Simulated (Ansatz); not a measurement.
The first iterations of a band of BrCl2HOSi (6 atoms, charge 0, multiplicity 1).

These are results of RKS PBE-D4/def2-SVP (Ansatz 0.2.0), not measurements.

* movable images: 5
* climbing image: yes
* spring: 5.0 eV/Å²
* optimiser: quadratic models (default)
* start path: through a guess of the saddle point
* force threshold: 0.05 eV/Å
* iteration limit: 60
* end points: relaxed

Initial state:

```xyz
6
Properties=species:S:1:pos:R:3
Si -0.127 0.198 0.196
Br -1.205 1.161 -1.494
O 0.352 -1.338 -0.191
H 0.864 -1.426 -1.017
Cl 1.481 1.393 0.689
Cl -1.365 0.013 1.817
```

Final state:

```xyz
6
Properties=species:S:1:pos:R:3
Si -0.007 0.264 0.156
Br -1.161 1.178 -1.511
O 0.799 -1.091 -0.345
H 0.263 -1.756 -0.815
Cl 1.427 1.563 0.826
Cl -1.322 -0.158 1.689
```

| iteration | highest image above the first end (eV) | largest band force component (eV/Å) |
| --- | --- | --- |
| 1 | 1.990 | 3.054 |
| 2 | 1.024 | 3.180 |
| 3 | 0.560 | 1.201 |

Task: Does the band converge within its limit, and where does its top end?

Result: It converged. It ended after 10 iterations with the highest image 0.011 eV above the first end. A vibrational analysis at the climbing image gives one clearly imaginary mode, 133i cm⁻¹: a first-order saddle point.

Run time: 2.6 min on 2 threads of Arm Neoverse N1, on a shared host, peak memory 0.17 GiB.
